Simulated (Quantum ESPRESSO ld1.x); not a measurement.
Charge is removed step by step from the 5s1/2 level of neutral praseodymium, starting from [Xe] 4f3 6s2. All-electron calculation, Dirac Kohn-Sham, revPBE, spin-unpolarised, spherical densities, point nucleus; open shells are shared between the two j in proportion to 2j + 1. Program: ld1.x of Quantum ESPRESSO 7.5.

removed (e)  E - E(0) (eV)  eigenvalue (eV)  E minus straight line (eV)
0                    0.000          -38.976                       0.000
0.125                4.946          -40.171                      -0.567
0.25                10.045          -41.418                      -0.982
0.375               15.302          -42.705                      -1.238
0.5                 20.723          -44.027                      -1.331
0.625               26.310          -45.377                      -1.257
0.75                32.068          -46.754                      -1.013
0.875               38.000          -48.155                      -0.595
1                   44.108          -49.578                       0.000

Removing the whole electron costs 44.108 eV by Delta-SCF, against 38.976 eV from minus the eigenvalue at the starting occupation. Slater's transition state (half an electron removed) gives 44.027 eV. Integrating minus the eigenvalue over the occupation (Janak's theorem) gives 44.108 eV. The mean slope of the eigenvalue, de/dn, is 10.6 eV per electron.
